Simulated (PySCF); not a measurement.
Ga(OH)2(PH2) (GaH₄O₂P), SMILES [OH][Ga]([OH])[PH2]. The structure is a stationary point at ωB97X-D3(BJ)/def2-SVP. The structure was generated by enumeration; whether it is a known compound was not checked. One conformer was computed; it need not be the lowest.

Question: Give the equilibrium geometry at ωB97X-D3(BJ)/def2-SVP (PySCF confirms it by a frequency run) as Cartesian coordinates in Å, and its point group. (The exact figures need the calculation; the answer reports its results.)

Answer: One answer among several that fit: point group Cs.
```xyz
8

Ga    -0.3155     0.0022     0.0000
O     -1.2140    -0.0062    -1.5437
H     -2.1753    -0.0039    -1.4913
O     -1.2140    -0.0062     1.5437
H     -2.1753    -0.0039     1.4913
P      1.9601     0.1151     0.0000
H      2.0769    -0.8429     1.0473
H      2.0769    -0.8429    -1.0473
```
